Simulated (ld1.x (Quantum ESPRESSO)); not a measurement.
Al (Z = 13): TM pseudisation with LDA (PZ), scalar-relativistic reference atom.

The input file (ld1.x (Quantum ESPRESSO) 7.5):

```
&input
   title='Al', zed=13., rel=1, dft='PZ', iswitch=3,
   config='[Ne] 3s2 3p1 3d-2',
   nld=3, rlderiv=2.50, eminld=-3.0, emaxld=5.0, deld=0.02
 /
 &inputp
   pseudotype=2, tm=.true., lloc=-2, rcloc=2.30,
   nlcc=.true.,
   file_pseudopw='Al.UPF', file_wfcaegen='ae.wfc', file_wfcncgen='nc.wfc', file_beta='beta', file_chi='chi'
 /
3
3S  1  0   2.00   0.00  2.15  2.15  0.0
3P  2  1   1.00   0.00  2.30  2.30  0.0
3D  3  2  -2.00   0.15  1.95  1.95  0.0
 &test
   configts(1)='3s2 3p1'
 /
```

Command:

```bash
ld1.x < Al.in > Al.out
```

Output (shortened: banner, matrices, multipoles, cross overlaps and the repeated all-electron block are left out):

```
Program LD1 v.7.5
     --------------------------- All-electron run ----------------------------

     Al
     scalar relativistic calculation

     atomic number is 13.00
     dft =PZ   lsd =0 sic =0 latt =0  beta=0.20 tr2=1.0E-14
     Exchange-correlation= PZ
                           (   1   1   0   0   0   0   0)
     mesh =1135 r(mesh) = 100.48924 a.u. xmin = -7.00 dx = 0.01250
     1 Ry =  13.60569312 eV, c = 137.03599908

     n l     nl                  e(Ry)          e(Ha)          e(eV)
     1 0     1S 1( 2.00)      -110.5641       -55.2820     -1504.3012
     2 0     2S 1( 2.00)        -7.9008        -3.9504      -107.4954
     2 1     2P 1( 6.00)        -5.1237        -2.5619       -69.7115
     3 0     3S 1( 2.00)        -0.5759        -0.2880        -7.8357
     3 1     3P 1( 1.00)        -0.2050        -0.1025        -2.7889

     final scf error:  4.2E-15 reached in  21 iterations

     Etot =    -483.527466 Ry,    -241.763733 Ha,   -6578.726321 eV

     Ekin =     483.888145 Ry,     241.944073 Ha,    6583.633613 eV
     Encl =   -1158.185239 Ry,    -579.092619 Ha,  -15757.912938 eV
     Eh   =     225.717896 Ry,     112.858948 Ha,    3071.048423 eV
     Exc  =     -34.948269 Ry,     -17.474134 Ha,    -475.495419 eV

     normalization and overlap integrals

     s(1S/1S) =  1.000000  <r> =   0.1206  <r2> =    0.0196  r(max) =   0.0789
     s(2S/2S) =  1.000000  <r> =   0.6291  <r2> =    0.4751  r(max) =   0.4954
     s(2P/2P) =  1.000000  <r> =   0.6047  <r2> =    0.4656  r(max) =   0.4264
     s(3S/3S) =  1.000000  <r> =   2.5337  <r2> =    7.5170  r(max) =   2.0597
     s(3P/3P) =  1.000000  <r> =   3.4387  <r2> =   14.2581  r(max) =   2.6447

     ------------------------ End of All-electron run ------------------------

     --------------------- Generating NC pseudopotential ---------------------

      Generating local potential from pseudized AE potential:
      Matching radius rcloc =   2.3000
      Enforcing V''(0)=0 (lloc=-2)

      Local pseudo, rcloc= 2.305 Estimated cut-off energy=     5.68 Ry

      Computing core charge for nlcc:

       r > 1.31 : true rho core
       r < 1.31 : rho core = a sin(br)/r    a=   1.85  b=   2.07

      Integrated core pseudo-charge :   1.49

      Wfc   3S  rcut= 2.138  Using Troullier-Martins method

      Wfc   3P  rcut= 2.305  Using Troullier-Martins method

      Wfc   3D  rcut= 1.935  Using Troullier-Martins method

     ------------------- End of pseudopotential generation -------------------

     Computing logarithmic derivative in   2.50007
     Computing logarithmic derivative in   2.50007
     Computing the partial wave expansion
     R is outside the sphere for l=    0 j= 0.00
     R is outside the sphere for l=    1 j= 0.00
     R is outside the sphere for l=    2 j= 0.00

     ---------------------- Testing the pseudopotential ----------------------

     Al
     scalar relativistic calculation

     atomic number is 13.00   valence charge is  3.00
     dft =PZ   lsd =0 sic =0 latt =0  beta=0.20 tr2=1.0E-14
     mesh =1135 r(mesh) = 100.48924 xmin = -7.00 dx = 0.01250

     n l     nl             e AE (Ry)        e PS (Ry)    De AE-PS (Ry)
     1 0     3S   1( 2.00)       -0.57591       -0.57592        0.00000
     2 1     3P   1( 1.00)       -0.20498       -0.20498       -0.00000

     eps = 2.2E-16  iter =  4

     Etot =    -483.527466 Ry,    -241.763733 Ha,   -6578.726321 eV
     Etotps =    -5.178246 Ry,      -2.589123 Ha,     -70.453629 eV

     Ekin =       1.236610 Ry,       0.618305 Ha,      16.824932 eV
     Encl =      -7.091610 Ry,      -3.545805 Ha,     -96.486268 eV
     Ehrt =       2.890523 Ry,       1.445261 Ha,      39.327568 eV
     Ecxc =      -2.589353 Ry,      -1.294677 Ha,     -35.229945 eV
     (Ecc =      -1.233015 Ry,      -0.616508 Ha,     -16.776024 eV)
     Epseu=       0.375584 Ry,       0.187792 Ha,       5.110083 eV

     ---------------------- End of pseudopotential test ----------------------
```

Generation and configuration tests took about 1.1 s on one core of a shared server CPU.

Transferability test of the new file with ld1.x, input:

```
&input
   title='Al', zed=13., rel=1, dft='PZ', iswitch=2,
   config='[Ne] 3s2 3p1 3d-2'
 /
 &test
   file_pseudo='Al.UPF', nconf=10,
   configts(1)='3s2 3p1',
   configts(2)='3s2 3p0',
   configts(3)='3s1 3p0',
   configts(4)='3s2 3p0.5',
   configts(5)='3s1 3p1',
   configts(6)='3s0 3p3',
   configts(7)='3s2 3p1.3',
   configts(8)='3s1 3p2',
   configts(9)='3s2 3p1', lsdts(9)=1,
   configts(10)='3s1 3p0', lsdts(10)=1
 /
```

```bash
ld1.x < Al.test.in > Al.test.out
```

Pseudopotential blocks of its output, shortened (energy terms left out):

```
     ---------------------- Testing the pseudopotential ----------------------

     n l     nl             e AE (Ry)        e PS (Ry)    De AE-PS (Ry)
     1 0     3S   1( 2.00)       -0.57591       -0.57592        0.00000
     2 1     3P   1( 1.00)       -0.20498       -0.20498       -0.00000

     eps = 1.7E-16  iter =  3

     Etot =    -483.527466 Ry,    -241.763733 Ha,   -6578.726321 eV
     Etotps =    -5.178246 Ry,      -2.589123 Ha,     -70.453628 eV

     ---------------------- End of pseudopotential test ----------------------

          ---------------------- Testing the pseudopotential ----------------------

     n l     nl             e AE (Ry)        e PS (Ry)    De AE-PS (Ry)
     1 0     3S   1( 2.00)       -1.09686       -1.09623       -0.00063
     2 1     3P   1( 0.00)       -0.67303       -0.67260       -0.00042

     eps = 5.7E-16  iter =  6

     Etot =    -483.097743 Ry,    -241.548871 Ha,   -6572.879633 eV
     Etotps =    -4.748659 Ry,      -2.374329 Ha,     -64.608792 eV
     dEtot_ae =       0.429724 Ry
     dEtot_ps =       0.429588 Ry,   Delta E=       0.000136 Ry

     ---------------------- End of pseudopotential test ----------------------

          ---------------------- Testing the pseudopotential ----------------------

     n l     nl             e AE (Ry)        e PS (Ry)    De AE-PS (Ry)
     1 0     3S   1( 1.00)       -1.75925       -1.75861       -0.00064
     2 1     3P   1( 0.00)       -1.27835       -1.27713       -0.00122

     eps = 6.9E-15  iter =  5

     Etot =    -481.673544 Ry,    -240.836772 Ha,   -6553.502421 eV
     Etotps =    -3.325216 Ry,      -1.662608 Ha,     -45.241867 eV
     dEtot_ae =       1.853922 Ry
     dEtot_ps =       1.853030 Ry,   Delta E=       0.000892 Ry

     ---------------------- End of pseudopotential test ----------------------

          ---------------------- Testing the pseudopotential ----------------------

     n l     nl             e AE (Ry)        e PS (Ry)    De AE-PS (Ry)
     1 0     3S   1( 2.00)       -0.82198       -0.82176       -0.00022
     2 1     3P   1( 0.50)       -0.42514       -0.42501       -0.00012

     eps = 9.7E-17  iter =  6

     Etot =    -483.371280 Ry,    -241.685640 Ha,   -6576.601294 eV
     Etotps =    -5.022078 Ry,      -2.511039 Ha,     -68.328858 eV
     dEtot_ae =       0.156187 Ry
     dEtot_ps =       0.156168 Ry,   Delta E=       0.000019 Ry

     ---------------------- End of pseudopotential test ----------------------

          ---------------------- Testing the pseudopotential ----------------------

     n l     nl             e AE (Ry)        e PS (Ry)    De AE-PS (Ry)
     1 0     3S   1( 1.00)       -1.15566       -1.15552       -0.00014
     2 1     3P   1( 1.00)       -0.72388       -0.72337       -0.00051

     eps = 7.2E-15  iter =  7

     Etot =    -482.670025 Ry,    -241.335012 Ha,   -6567.060235 eV
     Etotps =    -4.320865 Ry,      -2.160433 Ha,     -58.788366 eV
     dEtot_ae =       0.857441 Ry
     dEtot_ps =       0.857381 Ry,   Delta E=       0.000060 Ry

     ---------------------- End of pseudopotential test ----------------------

          ---------------------- Testing the pseudopotential ----------------------

     n l     nl             e AE (Ry)        e PS (Ry)    De AE-PS (Ry)
     1 0     3S   1( 0.00)       -0.68961       -0.69045        0.00084
     2 1     3P   1( 3.00)       -0.28998       -0.28980       -0.00018

     eps = 6.2E-16  iter =  7

     Etot =    -482.755335 Ry,    -241.377667 Ha,   -6568.220939 eV
     Etotps =    -4.405199 Ry,      -2.202599 Ha,     -59.935780 eV
     dEtot_ae =       0.772131 Ry
     dEtot_ps =       0.773048 Ry,   Delta E=      -0.000916 Ry

     ---------------------- End of pseudopotential test ----------------------

          ---------------------- Testing the pseudopotential ----------------------

     n l     nl             e AE (Ry)        e PS (Ry)    De AE-PS (Ry)
     1 0     3S   1( 2.00)       -0.44704       -0.44710        0.00006
     2 1     3P   1( 1.30)       -0.09059       -0.09060        0.00002

     eps = 4.6E-17  iter =  6

     Etot =    -483.571403 Ry,    -241.785702 Ha,   -6579.324114 eV
     Etotps =    -5.222191 Ry,      -2.611095 Ha,     -71.051521 eV
     dEtot_ae =      -0.043937 Ry
     dEtot_ps =      -0.043944 Ry,   Delta E=       0.000007 Ry

     ---------------------- End of pseudopotential test ----------------------

          ---------------------- Testing the pseudopotential ----------------------

     n l     nl             e AE (Ry)        e PS (Ry)    De AE-PS (Ry)
     1 0     3S   1( 1.00)       -0.63716       -0.63745        0.00029
     2 1     3P   1( 2.00)       -0.25069       -0.25056       -0.00013

     eps = 5.4E-16  iter =  7

     Etot =    -483.148556 Ry,    -241.574278 Ha,   -6573.570989 eV
     Etotps =    -4.799132 Ry,      -2.399566 Ha,     -65.295514 eV
     dEtot_ae =       0.378910 Ry
     dEtot_ps =       0.379114 Ry,   Delta E=      -0.000204 Ry

     ---------------------- End of pseudopotential test ----------------------

          ---------------------- Testing the pseudopotential ----------------------

     n l     nl             e AE (Ry)        e PS (Ry)    De AE-PS (Ry)
     1 0     3S   1( 1.00)       -0.59287       -0.59307        0.00020
     2 1     3P   1( 1.00)       -0.22059       -0.22069        0.00010
     1 0     3S   2( 1.00)       -0.54881       -0.54847       -0.00034
     2 1     3P   2( 0.00)       -0.18010       -0.17989       -0.00021

     eps = 9.2E-15  iter =  7

     Etot =    -483.537442 Ry,    -241.768721 Ha,   -6578.862050 eV
     Etotps =    -5.188303 Ry,      -2.594151 Ha,     -70.590458 eV
     dEtot_ae =      -0.009976 Ry
     dEtot_ps =      -0.010057 Ry,   Delta E=       0.000081 Ry

     ---------------------- End of pseudopotential test ----------------------

          ---------------------- Testing the pseudopotential ----------------------

     n l     nl             e AE (Ry)        e PS (Ry)    De AE-PS (Ry)
     1 0     3S   1( 1.00)       -1.80641       -1.80605       -0.00036
     2 1     3P   1( 0.00)       -1.32028       -1.31964       -0.00064
     1 0     3S   2( 0.00)       -1.65388       -1.65624        0.00235
     2 1     3P   2( 0.00)       -1.17855       -1.17959        0.00104

     eps = 6.1E-15  iter =  6

     Etot =    -481.704947 Ry,    -240.852474 Ha,   -6553.929691 eV
     Etotps =    -3.356433 Ry,      -1.678216 Ha,     -45.666597 eV
     dEtot_ae =       1.822519 Ry
     dEtot_ps =       1.821813 Ry,   Delta E=       0.000705 Ry

     ---------------------- End of pseudopotential test ----------------------
```
